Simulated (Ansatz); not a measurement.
Input file for C₂H₈BNO (`CN(C)BO`):

```yaml
crystal:
  periodic: [false, false, false]
  atoms:
    - {symbol: C, position_ang: [-1.406000, -0.076951, -0.058905]}
    - {symbol: N, position_ang: [0.031332, -0.104854, 0.052695]}
    - {symbol: C, position_ang: [0.556413, -1.295090, 0.667194]}
    - {symbol: B, position_ang: [0.851331, 0.934881, -0.396536]}
    - {symbol: O, position_ang: [0.282774, 2.044904, -0.974749]}
    - {symbol: H, position_ang: [-1.878198, -0.145171, 0.928926]}
    - {symbol: H, position_ang: [-1.724269, 0.849827, -0.533084]}
    - {symbol: H, position_ang: [-1.769846, -0.920311, -0.658715]}
    - {symbol: H, position_ang: [0.170781, -1.419954, 1.687063]}
    - {symbol: H, position_ang: [1.643953, -1.240745, 0.715305]}
    - {symbol: H, position_ang: [0.279598, -2.192019, 0.098570]}
    - {symbol: H, position_ang: [2.043534, 0.842927, -0.270439]}
    - {symbol: H, position_ang: [0.938898, 2.687854, -1.242426]}
basis:
  gaussian: {orbitals: def2-SVP}
correlation: {method: ccsd_t}
```

```sh
$ ansatz run in.yaml --threads 4 --pin off --events-out ev --progress --plain --max-ram 10444MiB
```

The program prints (abridged):

```
Functional definition: HF
1119 factors; integrals over basis functions are off by at most 1.5e-3 eV
mean field evaluation 1: about -6372.0539 eV, gradient 3.8e1 eV
mean field evaluation 2: about -6372.2027 eV, gradient 3.8e1 eV
mean field evaluation 4: about -6375.5940 eV, gradient 4.0e0 eV
mean field evaluation 8: about -6375.6418 eV, gradient 1.4e-1 eV
mean field evaluation 16: about -6375.4829 eV, gradient 5.2e-1 eV
mean field -6375.64182490 eV, -234.3005154999 hartree, gradient 4.3e-6 eV, S^2 0.000000; 0 other end points of the search recorded, 0 dependent functions left out
5 core orbitals not correlated: weight in the atoms' cores, before any rotation towards them, 1.000 or more for the frozen orbitals, at most 0.000 for the correlated occupied ones
reference -6375.64182490 eV, -234.3005154999 hartree; 15, 15 occupied and 90, 90 virtual orbitals, 1119 factors
second order -19.86203404 eV of doubles, -0.00000000 eV of singles
cycle   1  -20.65795293 eV  change   -8.0e-1 eV  update   9.7e-2
cycle   2  -21.17403843 eV  change   -5.2e-1 eV  update   2.7e-2
cycle   3  -21.28886761 eV  change   -1.1e-1 eV  update   1.4e-2
cycle   4  -21.28330857 eV  change    5.6e-3 eV  update   3.8e-3
cycle   5  -21.28276021 eV  change    5.5e-4 eV  update   1.4e-3
cycle   6  -21.28268573 eV  change    7.4e-5 eV  update   4.7e-4
cycle   7  -21.28233631 eV  change    3.5e-4 eV  update   1.3e-4
cycle   8  -21.28230226 eV  change    3.4e-5 eV  update   5.7e-5
cycle   9  -21.28230922 eV  change   -7.0e-6 eV  update   2.1e-5
perturbative correction -0.58063233 eV, -0.0213378446 hartree
Total energy: -6397.50476645 eV, -235.1039637826 hartree
```

Run time 6 s (4 threads of an Arm Neoverse V2 on a shared host); peak host memory 0.59 GiB.

MP2 recovers 90.8 % of the CCSD(T) correlation energy and the triples give 2.7 %; T1 = 0.0118.
